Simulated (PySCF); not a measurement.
F2Si, SMILES F[Si]F (connectivity only; charge and spin as stated), charge +1, multiplicity 2. Atoms are numbered in the order given.

```xyz
3

F      0.0000    -1.3291     0.3369
Si     0.0000     0.0000    -0.4332
F      0.0000     1.3291     0.3369
```
Charge +1, spin multiplicity 2.

Geometry optimised at r2SCAN-D4/def2-TZVP. The isomer is the one that the SMILES or the coordinates give; other isomers of the formula were not compared.

Two levels are set side by side: PBE/pcH-1 (PySCF) and PBE0/pcH-1 (PySCF). Contact hyperfine couplings, same geometry. Differences are taken from unrounded values.

| quantity | PBE |
|---|---|
| A(iso) of 19F, atom F1 (MHz) | 244.2 |
| A(iso) of 29Si, atom Si2 (MHz) | -1836.7 |
| A(iso) of 19F, atom F3 (MHz) | 244.3 |

Problem. These are the PBE values. What does PBE0 give? (An estimate is asked for; the answer gives what the named calculation found.)

Solution. 
| quantity | PBE0 | PBE minus PBE0 |
|---|---|---|
| A(iso) of 19F, atom F1 (MHz) | 274.6 | -30.3 |
| A(iso) of 29Si, atom Si2 (MHz) | -1917.4 | 80.7 |
| A(iso) of 19F, atom F3 (MHz) | 274.6 | -30.3 |

Rough cost on one machine, each run with all the roots and properties that it gave: PBE0 against PBE within a factor of 2.
